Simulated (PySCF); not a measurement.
Predicted microwave data (PBE0-D3(BJ)/def2-SVP geometry optimisation, gas phase in PySCF 2.14.0) for one isomer of C5H10F2:

| Property | Result |
| --- | --- |
| Rotational constants | A = 3727, B = 1912, C = 1704 MHz |
| Dipole components | \|μa\| = 0.85 D, \|μb\| = 1.57 D, \|μc\| = 1.14 D |
| Inertial defect | -103.41 u·Å² |
| κ | -0.79 |

Question: Which structure is it? (One computed conformer of each.)
A. (CH3)3CCHF2 (`C(F)(F)C(C)(C)C`)
B. `[CH3:1][CH2:2][C:3]([F:4])([F:5])[CH2:6][CH3:7]` with C1–C2–C3–F4 56°, C2–C3–C6–C7 63°
C. `[CH3:1][CH:2]([CH3:3])[CH2:4][CH:5]([F:6])[F:7]` with C1–C2–C4–C5 174°, C2–C4–C5–F6 -58°

Answer: B. It is CCC(F)(F)CC, an asymmetric top, point group C1. The candidates at the same level (rigid rotor, commonest isotopes):

```
       SMILES  A (MHz)  B (MHz)  C (MHz)  μa (D)  μb (D)  μc (D)  Δ (u·Å²)  point group                        rotor
  CC(C)CC(F)F     4550     1396     1306    1.96    0.07    0.86    -86.33           C1  near-prolate asymmetric top
CC(C)(C)C(F)F     3203     2316     1933    1.80    0.00    0.76   -114.54           Cs               asymmetric top
  CCC(F)(F)CC     3727     1912     1704    0.85    1.57    1.14   -103.41           C1               asymmetric top
```

`CC(C)(C)C(F)F` has B 21 % too high; `CC(C)CC(F)F` has B 27 % too low. No structure here is proved a minimum.
